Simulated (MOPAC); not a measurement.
MOPAC input (AM1):

```
AM1 PRECISE GNORM=0.05 LET XYZ GEO-OK AUX(PRECISION=9) THREADS=1
AlBr

Al   -0.00000000 1   -0.00000000 1   -1.70357200 1
Br    0.00000000 1    0.00000000 1    0.63275500 1
```

Output:

```
 *******************************************************************************
 **                                                                           **
 **                              MOPAC v23.2.5                                **
 **                                                                           **
 *******************************************************************************
 ** MOPAC's Digital Object Identifier: https://doi.org/10.5281/zenodo.6511958 **
 **                                                                           **
 ** Please cite the open-source release paper for use of this MOPAC version:  **
 ** J. E. Moussa and J. J. P. Stewart (2026)                                  **
 ** MOPAC: An open-source semiempirical molecular orbital program             **
 ** J. Open Source Softw., 11(119), 8025, https://doi.org/10.21105/joss.08025 **
 *******************************************************************************

                              AM1 CALCULATION RESULTS

 *******************************************************************************
 *  AM1        - The AM1 Hamiltonian to be used
 *  GEO-OK     - OVERRIDE INTERATOMIC DISTANCE AND OTHER SAFETY CHECKS
 *  LET        - OVERRIDE SOME SAFETY CHECKS
 *  PRECISE    - TIGHTER CRITERIA TO BE USED
 *  XYZ        - CARTESIAN COORDINATE SYSTEM TO BE USED
 *  GNORM      - EXIT WHEN GRADIENT NORM DROPS BELOW 0.050
 *  AUX        - OUTPUT AUXILIARY INFORMATION
 *******************************************************************************
AM1 PRECISE GNORM=0.05 LET XYZ GEO-OK AUX(PRECISION=9) THREADS=1
 AlBr

   ATOM   CHEMICAL          X               Y               Z
  NUMBER   SYMBOL      (ANGSTROMS)     (ANGSTROMS)     (ANGSTROMS)

     1      Al         -0.00000000  *  -0.00000000  *  -1.70357200  *
     2      Br          0.00000000  *   0.00000000  *   0.63275500  *

          CARTESIAN COORDINATES

    NO.       ATOM           X           Y           Z

     1        Al         -0.0000     -0.0000     -1.7036
     2        Br          0.0000      0.0000      0.6328

 Al: (AM1): M. J. S. Dewar, A. J. Holder, Organometallics, 9, 508-511 (1990).
 Br: (AM1): M.J.S. DEWAR AND E. G. ZOEBISCH, THEOCHEM, 180, 1 (1988).

           Empirical Formula: Al Br  =     2 atoms

      MOLECULAR POINT GROUP   :   C*v

      RHF CALCULATION, NO. OF DOUBLY OCCUPIED LEVELS = 5

          Geometry optimization using EF

          DIAGONAL MATRIX USED AS START HESSIAN

 CYCLE:     1  GRAD.:    29.924 HEAT: 0.3880368
 CYCLE:     2  GRAD.:    19.150 HEAT:  1.121800
 CYCLE:     3  GRAD.:    15.543 HEAT:-0.3876497E-03
 CYCLE:     4  GRAD.:    89.963 HEAT:  7.168981
 CYCLE:     5  GRAD.:     5.077 HEAT:-0.3177087
 CYCLE:     6  GRAD.:     0.805 HEAT:-0.3448391
 CYCLE:     7  GRAD.:     0.476 HEAT:-0.3452748
 CYCLE:     8  GRAD.:     0.005 HEAT:-0.3454993

     GRADIENT =  0.00522 IS LESS THAN CUTOFF =  0.05000

 -------------------------------------------------------------------------------
 AM1 PRECISE GNORM=0.05 LET XYZ GEO-OK AUX(PRECISION=9) THREADS=1
 AlBr

     GEOMETRY OPTIMISED USING EIGENVECTOR FOLLOWING (EF).
     SCF FIELD WAS ACHIEVED

                              AM1 CALCULATION
                                                       MOPAC v23.2.5 Linux

          FINAL HEAT OF FORMATION =         -0.34550 KCAL/MOL =      -1.44557 KJ/MOL

          COSMO AREA              =         97.98 SQUARE ANGSTROMS
          COSMO VOLUME            =         85.67 CUBIC ANGSTROMS

          GRADIENT NORM           =          0.00522          =       0.00369 PER ATOM
          IONIZATION POTENTIAL    =          9.007862 EV
          HOMO LUMO ENERGIES (EV) =         -9.008 -0.894
          NO. OF FILLED LEVELS    =          5
          MOLECULAR WEIGHT        =        106.8855         POINT GROUP:  C*v

          MOLECULAR DIMENSIONS (Angstroms)

            Atom       Atom       Distance
           Br     2   Al     1     2.26415
           Br     2   Al     1     0.00000
           Al     1   Br     2     0.00000

          SCF CALCULATIONS        =          9

   ATOM   CHEMICAL          X               Y               Z
  NUMBER   SYMBOL      (ANGSTROMS)     (ANGSTROMS)     (ANGSTROMS)

     1      Al          0.00000000  *   0.00000000  *  -1.66748177  *
     2      Br          0.00000000  *   0.00000000  *   0.59666477  *

                             CARTESIAN COORDINATES

   1   Al        0.000000000     0.000000000    -1.667481766
   2   Br        0.000000000     0.000000000     0.596664766

           Empirical Formula: Al Br  =     2 atoms

      MOLECULAR POINT GROUP   :   C*v

                  EIGENVALUES
 -30.20241 -13.66970 -11.08326 -11.08326  -9.00786  -0.89430  -0.89430   0.47844

              NET ATOMIC CHARGES AND DIPOLE CONTRIBUTIONS

  ATOM NO.   TYPE          CHARGE      No. of ELECS.   s-Pop       p-Pop
    1         Al           0.310154        2.6898     1.91038     0.77947
    2         Br          -0.310154        7.3102     1.95791     5.35225
 DIPOLE           X         Y         Z       TOTAL
 POINT-CHG.    -0.000    -0.000    -3.373     3.373
 HYBRID        -0.000     0.000     1.968     1.968
 SUM           -0.000     0.000    -1.405     1.405

          ATOMIC ORBITAL ELECTRON POPULATIONS

     Atom    s        px        py        pz
    1 Al   1.91038   0.10364   0.10364   0.57218
    2 Br   1.95791   1.89636   1.89636   1.55953

 **********************
 *                    *
 * JOB ENDED NORMALLY *
 *                    *
 **********************

 == MOPAC DONE ==
```

The geometry given is a B3LYP-D3(BJ)/def2-TZVP minimum.
